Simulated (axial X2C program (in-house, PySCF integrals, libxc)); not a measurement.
**Potential curves of BiO⁻, 2c**

All values were computed with an in-house relativistic program for diatomic molecules. Two-component (2c) means X2C with spin–orbit coupling and atomic mean-field two-electron Coulomb and Gaunt terms. Basis: Bi dyall-acv3z [13s15p11d7f1g], O dyall-av3z [7s6p3d2f] (cores contracted in-house); Gaussian nuclei, density fitting, unrestricted open shells. Masses: Bi 208.980 u, O 15.995 u.

State: Ω = 0 (closed shell). Energies in cm⁻¹ from the fragments at the same level (Bi + O-). Fits are polynomials in 1 − R0/R over 0.85 to 1.23 times the lowest point R0.

```
 R (Å)  r2SCAN    PBE0
1.8100  -22641  -22305
1.8697  -25081  -24562
1.9293  -26380  -25686
1.9890  -26825  -25961
2.0586  -26549  -25495
2.1282  -25665  -24427
2.2177  -23938  -22475
```

The state is one determinant whose occupation by symmetry is held fixed; it was picked as the lowest of a PBE0 search that is not exhaustive. The closed shell is kept restricted, so the energy runs too high when the bond is stretched far. Dissociation energies refer to the lowest single-determinant-based atoms at the same level and basis. The 2c atoms are single determinants rather than J levels; their spin–orbit lowering is only partly caught, and De is too large by that part. This holds for r2SCAN, PBE0. PBE0 can misorder states that lie within some tenths of an eV, so this need not be the ground state of the molecule. The nearest other 2c determinant of the search, Ω = 1, lies 0.11 eV up at the distance of the search. The functionals have no current-density term, which raises determinants with orbital currents, atoms included. The 2c closed shell (π1/2)² is the Ω = 0⁺ component of the spin-free π² triplet, mixed with the ¹Σ⁺ state; no single spin-free determinant represents it. The highest occupied level of some functionals is positive through self-interaction error; at Hartree–Fock it is bound.

(1) What are Re, ωe and De at the r2SCAN level?

(2) What are Re, ωe and De at the PBE0 level?

Answers

(1) At r2SCAN, 2c: Re = 1.998 Å, ωe ≈ 622 cm⁻¹, De = 3.33 eV to Bi + O-; Be follows as 0.284 cm⁻¹.

(2) At PBE0, 2c: Re = 1.982 Å, ωe ≈ 644 cm⁻¹, De = 3.22 eV to Bi + O-; Be follows as 0.289 cm⁻¹.
